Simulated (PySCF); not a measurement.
A calculated (UHF, PySCF 2.14, x2c-TZVPPall with one added diffuse shell each of s, p, d, f type, the spin-free X2C one-electron Hamiltonian (Gaussian nucleus)) atom or ion has these occupied shells.

```tsv
shell	electrons	orbital energy (eV)	rms radius, mean of both spins (bohr)
1s α	1	-33354.2	0.0311
1s β	1	-33353.9	0.0311
2s α	1	-5271.2	0.127
2s β	1	-5270.9	0.127
2p α	3	-4729.9	0.113
2p β	3	-4729.7	0.113
3s α	1	-1124.1	0.334
3s β	1	-1123.6	0.334
3p α	3	-944.01	0.335
3p β	3	-943.62	0.335
3d α	5	-672.90	0.313
3d β	5	-672.75	0.313
4s α	1	-233.09	0.788
4s β	1	-231.87	0.788
4p α	3	-173.98	0.844
4p β	3	-173.11	0.844
4d α	5	-84.520	0.988
4d β	5	-83.811	0.988
5s α	1	-46.387	2.01
5p α	3	-31.098	2.36
5p β	1	-25.877	2.36
```

**Question.** Name the element and its charge.

**Answer.** I²⁺ (iodine, charge +2), in [Kr] 4d10 5s1 5p4, high-spin 4P determinant (an excited configuration).
